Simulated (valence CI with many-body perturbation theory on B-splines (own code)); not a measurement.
Energy levels of Te11+

Calculated by valence CI with perturbative core correlation (CI+MBPT): five valence electrons over a frozen Dirac-Fock core [Kr], a basis of 7 s, 7 p, 8 d, 6 f, 4 g, 1 h functions for each j, with the one-electron correlation potential Σ1, the two-electron term Σ2, the three-electron term Σ3, Breit, model QED; selected CI, second order for the rest, scaled by the run's own slope (own B-spline code, finite nucleus).

No measured spectrum was set against this ion. As an estimate, terms of the open shell hold to 2 to 4 % of their energy, and close levels can change places. Among the levels kept, up to 1200 cm⁻¹ of a level comes from second order outside the variational space, and about a tenth of that is noise between levels of different J, which matters for small intervals. Excitations out of the core, of the other parity, are not computed and may begin above about 56.3 eV (a cautious bound); beyond it only levels of the ground parity were kept, without lifetimes.

Levels 1 to 45 of 99, with energies above the lowest level, 4d⁵ ⁶S_5/2. "Leading %" is the weight of the configuration and term that name the level; weights of strongly mixed levels are sums over their largest components and can fall short. Lifetimes count E1, E2, E3, M1 and M2 decay at the calculated energies, and are blank where another channel may lead or the interval is too uncertain; long ones can be off by a factor of two.

| No. | Configuration | Term | J | E (cm⁻¹) | Leading % | g | Lifetime |
| --- | --- | --- | --- | --- | --- | --- | --- |
| 1 | 4d⁵ | ⁶S | 5/2 | 0 | 92 | 1.968 |  |
| 2 | 4d⁵ | ⁴G | 5/2 | 34317 | 42 | 0.955 | 17.8 ms |
| 3 | 4d⁵ | ⁴G | 7/2 | 39436 | 77 | 1.045 | 225 ms |
| 4 | 4d⁵ | ⁴G | 11/2 | 40576 | 87 | 1.246 |  |
| 5 | 4d⁵ | ⁴G | 5/2 | 41562 | 39 | 1.109 | 10.2 ms |
| 6 | 4d⁵ | ⁴G | 9/2 | 41620 | 91 | 1.170 | 2.43 s |
| 7 | 4d⁵ | ⁴D | 3/2 | 42117 | 48 | 1.394 | 8.77 ms |
| 8 | 4d⁵ | ⁴P | 1/2 | 46351 | 58 | 1.639 | 248 ms |
| 9 | 4d⁵ | ⁴D | 7/2 | 49624 | 78 | 1.350 | 39.2 ms |
| 10 | 4d⁵ | ⁴D | 5/2 | 54382 | 41 | 1.336 | 8.29 ms |
| 11 | 4d⁵ | ⁴D | 1/2 | 55666 | 62 | 0.990 | 25.0 ms |
| 12 | 4d⁵ | ²I | 11/2 | 57765 | 79 | 0.969 | 34.0 ms |
| 13 | 4d⁵ | ⁴P | 3/2 | 57883 | 47 | 1.411 | 7.59 ms |
| 14 | 4d⁵ | ²I | 13/2 | 62030 | 99 | 1.076 | 266 ms |
| 15 | 4d⁵ | ²F | 7/2 | 63087 | 40 | 1.126 | 49.6 ms |
| 16 | 4d⁵ | ²G | 9/2 | 64357 | 46 | 1.179 | 28.4 ms |
| 17 | 4d⁵ | ⁴F | 3/2 | 64781 | 50 | 0.644 | 8.28 ms |
| 18 | 4d⁵ | ²F | 5/2 | 65763 | 29 | 1.075 | 3.91 ms |
| 19 | 4d⁵ | ⁴F | 5/2 | 71474 | 42 | 1.069 | 7.04 ms |
| 20 | 4d⁵ | ²H | 9/2 | 73916 | 51 | 1.099 | 6.69 ms |
| 21 | 4d⁵ | ²G | 7/2 | 75461 | 51 | 1.034 | 15.1 ms |
| 22 | 4d⁵ | ²D | 3/2 | 77861 | 52 | 0.672 | 9.74 ms |
| 23 | 4d⁵ | ²F | 5/2 | 79575 | 61 | 0.970 | 7.68 ms |
| 24 | 4d⁵ | ²F | 7/2 | 79627 | 59 | 1.099 | 4.92 ms |
| 25 | 4d⁵ | ²H | 11/2 | 84251 | 76 | 1.069 | 4.21 ms |
| 26 | 4d⁵ | ²F | 7/2 | 84391 | 57 | 1.147 | 11.5 ms |
| 27 | 4d⁵ | ²G | 9/2 | 85748 | 46 | 1.074 | 10.8 ms |
| 28 | 4d⁵ | ²S | 1/2 | 87474 | 88 | 1.971 | 5.83 ms |
| 29 | 4d⁵ | ²D | 5/2 | 91855 | 44 | 1.049 | 3.25 ms |
| 30 | 4d⁵ | ²D | 3/2 | 98324 | 93 | 0.812 | 3.60 ms |
| 31 | 4d⁵ | ²D | 5/2 | 103520 | 78 | 1.152 | 3.26 ms |
| 32 | 4d⁵ | ²G | 9/2 | 108140 | 98 | 1.110 | 7.38 ms |
| 33 | 4d⁵ | ²G | 7/2 | 110590 | 91 | 0.908 | 5.26 ms |
| 34 | 4d⁵ | ²P | 3/2 | 125820 | 87 | 1.269 | 6.57 ms |
| 35 | 4d⁵ | ²P | 1/2 | 130300 | 93 | 0.733 | 3.81 ms |
| 36 | 4d⁵ | ²D | 5/2 | 142720 | 96 | 1.198 |  |
| 37 | 4d⁵ | ²D | 3/2 | 145660 | 86 | 0.857 |  |
| 38 | 4d⁴5s | ⁶D | 1/2 | 600300 | 81 | 3.168 |  |
| 39 | 4d⁴5s | ⁶D | 3/2 | 604450 | 90 | 1.844 |  |
| 40 | 4d⁴5s | ⁶D | 5/2 | 608860 | 93 | 1.642 |  |
| 41 | 4d⁴5s | ⁶D | 7/2 | 613000 | 92 | 1.566 |  |
| 42 | 4d⁴5s | ⁶D | 9/2 | 616780 | 86 | 1.522 |  |
| 43 | 4d⁴5s | ⁴D | 1/2 | 617650 | 76 | 0.308 |  |
| 44 | 4d⁴5s | ⁴D | 3/2 | 623300 | 87 | 1.207 |  |
| 45 | 4d⁴5s | ⁴D | 5/2 | 628240 | 86 | 1.326 |  |

Names give the largest LS component (configuration and term), which can be under half, so a name can repeat, a term be missing and a line seem to break the LS rules; names also repeat where a configuration has a term twice.

The ionisation energy to 4d⁴ ⁵D0 of the next ion comes out as 246.14 eV (NIST: 245 ± 2.5 eV (theoretical)). All 99 levels together are meant to be complete up to 454120 cm⁻¹.
